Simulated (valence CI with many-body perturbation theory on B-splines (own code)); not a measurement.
**Forbidden lines of Sm XXXIX**

Computed by configuration interaction combined with many-body perturbation theory (CI+MBPT): six valence electrons over a frozen Dirac-Fock core [Ar], radial functions for each j: 7 s, 7 p, 8 d, 6 f, 4 g, 1 h, with the one-electron correlation potential Σ1 (screened to all orders), the two-electron term Σ2, the three-electron term Σ3, Breit, model QED; selected single and double excitations, second order for the rest, scaled by the run's own slope (own B-spline code, finite nucleus).

No measured spectrum was set against this ion. As an estimate, large intervals hold to a few tenths of a per cent, small ones and those within an open d or f shell to about a per cent. Core correlation moves these levels by up to 8300 cm⁻¹, and in measured spectra 5 to 20 % of such shifts remained as error; rates that hang on mixing are uncertain with them. Among the levels kept, up to 1000 cm⁻¹ of a level comes from second order outside the variational space, and about a tenth of that is noise between levels of different J, which matters for small intervals. Only levels of the ground parity were solved; by the run's estimate the other parity begins above the list, which can be wrong where configurations are misplaced.

Lines 51 to 100 of 120 in falling wavelength, among levels below 1083200 cm⁻¹, chosen from the decays that carry over 1 % of a level's rate. Wavelengths and rates use the calculated energies. Electric multipoles are in the length gauge, E1 and E2 with the static RPA response of the core. S is in atomic units (e²a₀⁴ for E2 and M2, e²a₀⁶ for E3), for M1 in squared Bohr magnetons. Weak lines are less certain than strong ones. Lines between different terms over intervals too small for the method are left out, as are lines whose strength nearly cancels. The highest levels of a list are the least certain.

Levels are named by their leading jj configuration (3d3/2^4 stands for four electrons in 3d with j = 3/2), which in mixed levels can hold well under half, so a name can repeat and another be missing. Letters in brackets count levels of one name in rising energy.

```tsv
λ vac (Å)	Upper	Lower	Type	A (s⁻¹)	S (a.u.)
430.1	(3d3/2^2 3d5/2^4) J=3 [b]	(3d3/2^3 3d5/2^3) J=2 [a]	M1	6.57e+04	1.36e+00
429.9	(3d3/2^2 3d5/2^4) J=5	(3d3/2^3 3d5/2^3) J=6	M1	1.39e+05	4.51e+00
429.2	(3d3/2^2 3d5/2^4) J=5	(3d3/2^3 3d5/2^3) J=5	M1	6.88e+04	2.22e+00
428.1	(3d3/2^2 3d5/2^4) J=2 [c]	(3d3/2^3 3d5/2^3) J=3 [c]	M1	1.17e+05	1.70e+00
415.2	(3d3/2^2 3d5/2^4) J=2 [a]	(3d3/2^3 3d5/2^3) J=3 [a]	M1	3.40e+05	4.51e+00
407.2	(3d3/2 3d5/2^5) J=2	(3d3/2^2 3d5/2^4) J=2 [b]	M1	1.11e+05	1.38e+00
402.1	(3d3/2 3d5/2^5) J=1	(3d3/2^2 3d5/2^4) J=0 [a]	M1	1.78e+05	1.29e+00
395.7	(3d3/2^3 3d5/2^3) J=1 [b]	(3d3/2^4 3d5/2^2) J=0	M1	8.71e+04	6.00e-01
393.9	(3d3/2^3 3d5/2^3) J=2 [a]	(3d3/2^4 3d5/2^2) J=2	M1	1.49e+05	1.68e+00
391.4	(3d3/2^2 3d5/2^4) J=4 [c]	(3d3/2^3 3d5/2^3) J=3 [c]	M1	1.10e+05	2.20e+00
390.1	(3d3/2 3d5/2^5) J=4	(3d3/2^2 3d5/2^4) J=3 [b]	M1	1.08e+05	2.13e+00
389.1	(3d3/2^2 3d5/2^4) J=2 [c]	(3d3/2^3 3d5/2^3) J=1 [b]	M1	6.75e+04	7.37e-01
389.0	(3d3/2^2 3d5/2^4) J=4 [a]	(3d3/2^3 3d5/2^3) J=4 [a]	M1	3.47e+05	6.82e+00
388.7	(3d3/2^2 3d5/2^4) J=6	(3d3/2^3 3d5/2^3) J=6	M1	1.10e+05	3.11e+00
388.1	(3d3/2^2 3d5/2^4) J=6	(3d3/2^3 3d5/2^3) J=5	M1	4.58e+04	1.29e+00
385.0	(3d3/2 3d5/2^5) J=2	(3d3/2^2 3d5/2^4) J=1	M1	1.69e+05	1.79e+00
383.2	(3d3/2^3 3d5/2^3) J=3 [b]	(3d3/2^4 3d5/2^2) J=2	M1	2.09e+04	3.05e-01
381.4	(3d3/2^3 3d5/2^3) J=5	(3d3/2^4 3d5/2^2) J=4	M1	4.31e+04	9.75e-01
380.9	(3d3/2^3 3d5/2^3) J=6	(3d3/2^4 3d5/2^2) J=4	E2	7.20e-01	6.70e-05
379.9	(3d3/2^2 3d5/2^4) J=1	(3d3/2^3 3d5/2^3) J=2 [a]	M1	4.42e+04	2.69e-01
374.8	(3d3/2^2 3d5/2^4) J=4 [b]	(3d3/2^3 3d5/2^3) J=3 [b]	M1	4.28e+04	7.52e-01
372.2	(3d3/2 3d5/2^5) J=1	(3d3/2^2 3d5/2^4) J=2 [a]	M1	6.90e+05	3.96e+00
372.1	(3d3/2^2 3d5/2^4) J=2 [c]	(3d3/2^3 3d5/2^3) J=2 [b]	M1	1.36e+05	1.30e+00
370.0	(3d3/2^2 3d5/2^4) J=2 [b]	(3d3/2^3 3d5/2^3) J=3 [b]	M1	6.91e+04	6.49e-01
360.5	(3d3/2^2 3d5/2^4) J=2 [b]	(3d3/2^3 3d5/2^3) J=2 [a]	M1	1.19e+05	1.03e+00
357.5	(3d3/2^2 3d5/2^4) J=4 [a]	(3d3/2^3 3d5/2^3) J=3 [a]	M1	7.94e+03	1.21e-01
355.0	(3d3/2^2 3d5/2^4) J=5	(3d3/2^3 3d5/2^3) J=4 [a]	M1	1.14e+04	2.09e-01
353.3	(3d3/2^2 3d5/2^4) J=3 [a]	(3d3/2^3 3d5/2^3) J=4 [a]	M1	1.43e+05	1.64e+00
353.0	(3d3/2^2 3d5/2^4) J=4 [c]	(3d3/2^3 3d5/2^3) J=4 [b]	M1	8.96e+04	1.31e+00
342.1	(3d3/2 3d5/2^5) J=4	(3d3/2^2 3d5/2^4) J=3 [a]	M1	1.09e+04	1.46e-01
340.5	(3d3/2 3d5/2^5) J=4	(3d3/2^2 3d5/2^4) J=5	M1	2.22e+05	2.93e+00
335.6	(3d3/2^2 3d5/2^4) J=2 [d]	(3d3/2^2 3d5/2^4) J=3 [a]	M1	4.41e+03	3.09e-02
331.9	(3d3/2 3d5/2^5) J=3	(3d3/2^2 3d5/2^4) J=3 [b]	M1	9.59e+04	9.10e-01
327.1	(3d3/2^2 3d5/2^4) J=3 [a]	(3d3/2^3 3d5/2^3) J=3 [a]	M1	1.84e+05	1.67e+00
325.5	(3d3/2^3 3d5/2^3) J=3 [b]	(3d3/2^4 3d5/2^2) J=4	M1	9.72e+04	8.70e-01
320.7	(3d3/2^2 3d5/2^4) J=4 [b]	(3d3/2^3 3d5/2^3) J=5	M1	1.55e+05	1.70e+00
314.2	(3d3/2 3d5/2^5) J=4	(3d3/2^2 3d5/2^4) J=4 [a]	M1	3.61e+05	3.74e+00
313.4	(3d3/2^2 3d5/2^4) J=3 [b]	(3d3/2^3 3d5/2^3) J=4 [a]	M1	4.12e+04	3.29e-01
311.3	(3d3/2 3d5/2^5) J=1	(3d3/2^3 3d5/2^3) J=0	M1	1.72e+04	5.76e-02
309.8	(3d3/2 3d5/2^5) J=1	(3d3/2^3 3d5/2^3) J=2 [b]	M1	1.48e+05	4.88e-01
306.3	(3d3/2 3d5/2^5) J=2	(3d3/2^2 3d5/2^4) J=3 [a]	M1	2.59e+05	1.38e+00
301.7	(3d3/2^3 3d5/2^3) J=2 [b]	(3d3/2^4 3d5/2^2) J=2	M1	2.49e+04	1.27e-01
296.5	(3d3/2 3d5/2^5) J=3	(3d3/2^2 3d5/2^4) J=3 [a]	M1	2.27e+05	1.54e+00
294.8	(3d3/2^2 3d5/2^4) J=2 [c]	(3d3/2^3 3d5/2^3) J=3 [b]	M1	2.31e+04	1.10e-01
291.4	(3d3/2^3 3d5/2^3) J=1 [b]	(3d3/2^4 3d5/2^2) J=2	M1	2.12e+04	5.83e-02
291.1	(3d3/2^2 3d5/2^4) J=1	(3d3/2^3 3d5/2^3) J=1 [a]	M1	1.24e+05	3.41e-01
288.8	(3d3/2^2 3d5/2^4) J=2 [c]	(3d3/2^3 3d5/2^3) J=2 [a]	M1	2.86e+04	1.28e-01
272.8	(3d3/2^3 3d5/2^3) J=3 [c]	(3d3/2^4 3d5/2^2) J=2	M1	4.22e+04	2.22e-01
261.9	(3d3/2^2 3d5/2^4) J=2 [d]	(3d3/2^3 3d5/2^3) J=3 [c]	M1	7.55e+04	2.52e-01
261.0	(3d3/2^2 3d5/2^4) J=4 [b]	(3d3/2^3 3d5/2^3) J=3 [a]	M1	1.51e+04	8.97e-02
```
